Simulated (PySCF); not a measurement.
H3Sb, charge -1, doublet, at the geometry of the source list (a state made from the parent by changing its charge; the spin is typed, not shown lowest) (all electrons, no relativity) (in this run its highest filled SCF level lies above zero, so its values depend strongly on the basis, on diffuse functions most of all); B3LYP/3-21G (PySCF).

Here is a job for PySCF.
```python
from pyscf import gto, scf, dft

mol = gto.M(
    atom='''
Sb    0.00190000   -0.00510000    0.74390000
H    -0.87650000   -1.04080000   -0.25290000
H    -0.46500000    1.28180000   -0.23730000
H     1.33960000   -0.23590000   -0.25370000
''',
    basis='3-21g',
    charge=-1,
    spin=1,
    verbose=4,
)

mf = dft.UKS(mol)
mf.xc = 'b3lyp'
mf.kernel()
mf.analyze()
```

It wrote (shortened):

```
PySCF version 2.14.0

[INPUT] verbose = 4
[INPUT] num. atoms = 4
[INPUT] num. electrons = 55
[INPUT] charge = -1
[INPUT] spin (= nelec alpha-beta = 2S) = 1
[INPUT] symmetry False subgroup None
[INPUT] Mole.unit = angstrom
[INPUT] Symbol           X                Y                Z      unit          X                Y                Z       unit  Magmom
[INPUT]  1 Sb     0.001900000000  -0.005100000000   0.743900000000 AA    0.003590479637  -0.009637603235   1.405767264064 Bohr   0.0
[INPUT]  2 H     -0.876500000000  -1.040800000000  -0.252900000000 AA   -1.656344948181  -1.966826950447  -0.477911736903 Bohr   0.0
[INPUT]  3 H     -0.465000000000   1.281800000000  -0.237300000000 AA   -0.878722647923   2.422250946467  -0.448432009359 Bohr   0.0
[INPUT]  4 H      1.339600000000  -0.235900000000  -0.253700000000 AA    2.531477116467  -0.445786392785  -0.479423517802 Bohr   0.0

nuclear repulsion = 48.737303199545
number of shells = 19
number of NR pGTOs = 90
number of NR cGTOs = 37
basis = 3-21g
ecp = {}

******** <class 'pyscf.dft.uks.UKS'> ********
method = UKS
initial guess = minao
damping factor = 0
level_shift factor = 0
DIIS = <class 'pyscf.scf.diis.CDIIS'>
diis_start_cycle = 1
diis_space = 8
diis_damp = 0
SCF conv_tol = 1e-09
SCF conv_tol_grad = None
SCF max_cycles = 50
direct_scf = True
direct_scf_tol = 1e-13
number electrons alpha = 28  beta = 27
XC library pyscf.dft.libxc version 7.1.2
    S. Lehtola, C. Steigemann, M. J. T. Oliveira, and M. A. L. Marques,  SoftwareX 7, 1–5 (2018)
XC functionals = b3lyp
    P. J. Stephens, F. J. Devlin, C. F. Chabalowski, and M. J. Frisch,  J. Phys. Chem. 98, 11623 (1994)
radial grids:
    Treutler-Ahlrichs [JCP 102, 346 (1995); DOI:10.1063/1.469408] (M4) radial grids

becke partition: Becke, JCP 88, 2547 (1988); DOI:10.1063/1.454033
pruning grids: <function nwchem_prune>
grids dens level: 3
symmetrized grids: False
atomic radii adjust function: <function treutler_atomic_radii_adjust>
small_rho_cutoff = 0
Set gradient conv threshold to 3.16228e-05
tot grids = 51384
init E= -6275.65328905567

cycle= 1 E= -6289.92576634705  delta_E= -14.3  |g|= 0.167  |ddm|= 2.39
cycle= 2 E= -6289.94352888197  delta_E= -0.0178  |g|= 0.0972  |ddm|= 0.947
cycle= 3 E= -6289.9524834997  delta_E= -0.00895  |g|= 0.011  |ddm|= 0.318
cycle= 4 E= -6289.95261857213  delta_E= -0.000135  |g|= 0.00217  |ddm|= 0.037
cycle= 5 E= -6289.95262571516  delta_E= -7.14e-06  |g|= 0.000575  |ddm|= 0.017
cycle= 6 E= -6289.95262732996  delta_E= -1.61e-06  |g|= 0.000314  |ddm|= 0.0132
cycle= 7 E= -6289.95262844991  delta_E= -1.12e-06  |g|= 0.000227  |ddm|= 0.0115
cycle= 8 E= -6289.95263027111  delta_E= -1.82e-06  |g|= 0.00024  |ddm|= 0.0199
cycle= 9 E= -6289.95262765977  delta_E= 2.61e-06  |g|= 0.000256  |ddm|= 0.0283
cycle= 10 E= -6289.95263792721  delta_E= -1.03e-05  |g|= 0.000256  |ddm|= 0.113
cycle= 11 E= -6289.95265089238  delta_E= -1.3e-05  |g|= 0.000292  |ddm|= 0.156
cycle= 12 E= -6289.95263764856  delta_E= 1.32e-05  |g|= 0.000286  |ddm|= 0.159
cycle= 13 E= -6289.95265991009  delta_E= -2.23e-05  |g|= 0.00334  |ddm|= 0.817
cycle= 14 E= -6289.95267050788  delta_E= -1.06e-05  |g|= 0.0017  |ddm|= 0.197
cycle= 15 E= -6289.95266743084  delta_E= 3.08e-06  |g|= 0.000412  |ddm|= 0.205
cycle= 16 E= -6289.95267005058  delta_E= -2.62e-06  |g|= 0.00173  |ddm|= 0.418
cycle= 17 E= -6289.95267495889  delta_E= -4.91e-06  |g|= 8.3e-05  |ddm|= 0.139
cycle= 18 E= -6289.95267498595  delta_E= -2.71e-08  |g|= 0.000118  |ddm|= 0.0354
cycle= 19 E= -6289.95267501456  delta_E= -2.86e-08  |g|= 1.27e-05  |ddm|= 0.0129
cycle= 20 E= -6289.95267501495  delta_E= -3.86e-10  |g|= 2.33e-06  |ddm|= 0.00141
Extra cycle  E= -6289.95267501497  delta_E= -2e-11  |g|= 1.07e-06  |ddm|= 8.71e-06
converged SCF energy = -6289.95267501497  <S^2> = 0.75238847  2S+1 = 2.002387
**** SCF Summaries ****
Total Energy =                       -6289.952675014968918
Nuclear Repulsion Energy =              48.737303199544961
One-electron Energy =                -8778.700956904251143
Two-electron Energy =                 2440.010978689736930
Two-electron Coulomb Energy =         2607.687389996843194
DFT Exchange-Correlation Energy =     -167.676411307106093
**** MO energy ****
                             alpha | beta                alpha | beta
MO #1   energy= -1067.84282199283  | -1067.84265246573  occ= 1 | 1
MO #2   energy= -159.362268466527  | -159.361995453023  occ= 1 | 1
MO #3   energy= -148.726154392773  | -148.726031623005  occ= 1 | 1
MO #4   energy= -148.725642899224  | -148.725260193319  occ= 1 | 1
MO #5   energy= -148.725417164323  | -148.724969079232  occ= 1 | 1
MO #6   energy= -31.2838963014042  | -31.2836420439506  occ= 1 | 1
MO #7   energy= -26.7861560936629  | -26.7860171682908  occ= 1 | 1
MO #8   energy= -26.784044348564   | -26.7836548905059  occ= 1 | 1
MO #9   energy= -26.7837878977021  | -26.7832322089966  occ= 1 | 1
MO #10  energy= -19.1558754787549  | -19.1556746459031  occ= 1 | 1
MO #11  energy= -19.1552028878092  | -19.1549603855198  occ= 1 | 1
MO #12  energy= -19.1550466442887  | -19.154686326931   occ= 1 | 1
MO #13  energy= -19.1539069570251  | -19.1533089580442  occ= 1 | 1
MO #14  energy= -19.1533480053059  | -19.1530342729513  occ= 1 | 1
MO #15  energy= -5.01568324507217  | -5.01474951740454  occ= 1 | 1
MO #16  energy= -3.48911484497423  | -3.48870152342402  occ= 1 | 1
MO #17  energy= -3.48287628028214  | -3.48160141198701  occ= 1 | 1
MO #18  energy= -3.48213055758658  | -3.48079808777141  occ= 1 | 1
MO #19  energy= -1.13651343012296  | -1.13595106397012  occ= 1 | 1
MO #20  energy= -1.13367503613497  | -1.13231315774729  occ= 1 | 1
MO #21  energy= -1.13251345892525  | -1.13176693777634  occ= 1 | 1
MO #22  energy= -1.12851636080575  | -1.12676658810706  occ= 1 | 1
MO #23  energy= -1.125985778329    | -1.12490457689406  occ= 1 | 1
MO #24  energy= -0.331092104966326 | -0.321189099435587 occ= 1 | 1
MO #25  energy= -0.119723697086058 | -0.111667526999668 occ= 1 | 1
MO #26  energy= -0.112415734270176 | -0.0848592397347923 occ= 1 | 1
MO #27  energy= -0.0311942913506844 | -0.0153306789407808 occ= 1 | 1
MO #28  energy= 0.170906742508044  | 0.223885093276542  occ= 1 | 0
MO #29  energy= 0.215599410537697  | 0.247814073583388  occ= 0 | 0
MO #30  energy= 0.344787635349919  | 0.357423546725331  occ= 0 | 0
MO #31  energy= 0.475443971909736  | 0.479501936756006  occ= 0 | 0
MO #32  energy= 0.485157230357674  | 0.487795299834186  occ= 0 | 0
MO #33  energy= 0.48962239517792   | 0.503096918422327  occ= 0 | 0
MO #34  energy= 0.534758894828403  | 0.548580812161918  occ= 0 | 0
MO #35  energy= 1.24499210733029   | 1.24885946846763   occ= 0 | 0
MO #36  energy= 1.254570054632     | 1.28464368136574   occ= 0 | 0

To work with the spin densities directly, `use mulliken_meta_spin()` only printing them here.

 ** Mulliken spin pop alpha/beta on meta-lowdin orthogonal AOs **
 ** Mulliken Spin Density (per AO)  **
spin_pop of  0 Sb 1s       -0.00000
spin_pop of  0 Sb 2s       -0.00000
spin_pop of  0 Sb 3s       -0.00000
spin_pop of  0 Sb 4s       -0.00001
spin_pop of  0 Sb 5s        0.00005
spin_pop of  0 Sb 6s        0.00157
spin_pop of  0 Sb 2px       0.00000
spin_pop of  0 Sb 2py       0.00000
spin_pop of  0 Sb 2pz      -0.00000
spin_pop of  0 Sb 3px       0.00001
spin_pop of  0 Sb 3py       0.00000
spin_pop of  0 Sb 3pz      -0.00000
spin_pop of  0 Sb 4px       0.00004
spin_pop of  0 Sb 4py       0.00000
spin_pop of  0 Sb 4pz      -0.00001
spin_pop of  0 Sb 5px       0.46267
spin_pop of  0 Sb 5py       0.04623
spin_pop of  0 Sb 5pz      -0.02359
spin_pop of  0 Sb 6px       0.04723
spin_pop of  0 Sb 6py       0.00516
spin_pop of  0 Sb 6pz      -0.00023
spin_pop of  0 Sb 3dxy      0.00000
spin_pop of  0 Sb 3dyz      0.00000
spin_pop of  0 Sb 3dz^2     0.00000
spin_pop of  0 Sb 3dxz      0.00001
spin_pop of  0 Sb 3dx2-y2    0.00000
spin_pop of  0 Sb 4dxy      0.00011
spin_pop of  0 Sb 4dyz      0.00003
spin_pop of  0 Sb 4dz^2     0.00000
spin_pop of  0 Sb 4dxz      0.00032
spin_pop of  0 Sb 4dx2-y2    0.00009
spin_pop of  1 H 1s        0.20964
spin_pop of  1 H 2s        0.01930
spin_pop of  2 H 1s       -0.01022
spin_pop of  2 H 2s       -0.00005
spin_pop of  3 H 1s        0.22136
spin_pop of  3 H 2s        0.02029
 ** Mulliken Spin Density (per atom)  **
spin density of  0 Sb =      0.53970
spin density of  1 H =      0.22894
spin density of  2 H =     -0.01027
spin density of  3 H =      0.24164
 ** Mulliken pop alpha/beta on meta-lowdin orthogonal AOs **
 ** Mulliken pop       alpha | beta **
pop of  0 Sb 1s        1.00000 | 1.00000
pop of  0 Sb 2s        0.99998 | 0.99998
pop of  0 Sb 3s        0.99986 | 0.99987
pop of  0 Sb 4s        0.99941 | 0.99942
pop of  0 Sb 5s        0.80893 | 0.80888
pop of  0 Sb 6s        0.00391 | 0.00234
pop of  0 Sb 2px       0.99999 | 0.99999
pop of  0 Sb 2py       0.99999 | 0.99999
pop of  0 Sb 2pz       0.99999 | 0.99999
pop of  0 Sb 3px       0.99993 | 0.99992
pop of  0 Sb 3py       0.99992 | 0.99992
pop of  0 Sb 3pz       0.99993 | 0.99993
pop of  0 Sb 4px       0.99969 | 0.99964
pop of  0 Sb 4py       0.99963 | 0.99963
pop of  0 Sb 4pz       0.99967 | 0.99967
pop of  0 Sb 5px       0.90266 | 0.43999
pop of  0 Sb 5py       0.47292 | 0.42669
pop of  0 Sb 5pz       0.68192 | 0.70551
pop of  0 Sb 6px       0.04958 | 0.00235
pop of  0 Sb 6py       0.00773 | 0.00256
pop of  0 Sb 6pz       0.00306 | 0.00329
pop of  0 Sb 3dxy      1.00000 | 0.99999
pop of  0 Sb 3dyz      0.99998 | 0.99998
pop of  0 Sb 3dz^2     1.00000 | 1.00000
pop of  0 Sb 3dxz      1.00000 | 0.99998
pop of  0 Sb 3dx2-y2    0.99999 | 0.99999
pop of  0 Sb 4dxy      0.99988 | 0.99977
pop of  0 Sb 4dyz      0.99961 | 0.99958
pop of  0 Sb 4dz^2     0.99998 | 0.99998
pop of  0 Sb 4dxz      0.99991 | 0.99959
pop of  0 Sb 4dx2-y2    0.99985 | 0.99976
pop of  1 H 1s        0.73201 | 0.52237
pop of  1 H 2s        0.02012 | 0.00082
pop of  2 H 1s        0.55677 | 0.56699
pop of  2 H 2s        0.00070 | 0.00075
pop of  3 H 1s        0.74141 | 0.52005
pop of  3 H 2s        0.02111 | 0.00082
In total            28.00000 | 27.00000
 ** Mulliken atomic charges   ( Nelec_alpha | Nelec_beta ) **
charge of  0Sb =     -0.31609  (    25.92789     25.38819 )
charge of  1H =     -0.27532  (     0.75213      0.52319 )
charge of  2H =     -0.12521  (     0.55747      0.56774 )
charge of  3H =     -0.28339  (     0.76251      0.52087 )

WARN: System has nonzero charge -1; the dipole moment is origin-dependent.
Location of origin: [0. 0. 0.]

Dipole moment(X, Y, Z, Debye):  0.02870, -0.06251, -3.50458
```
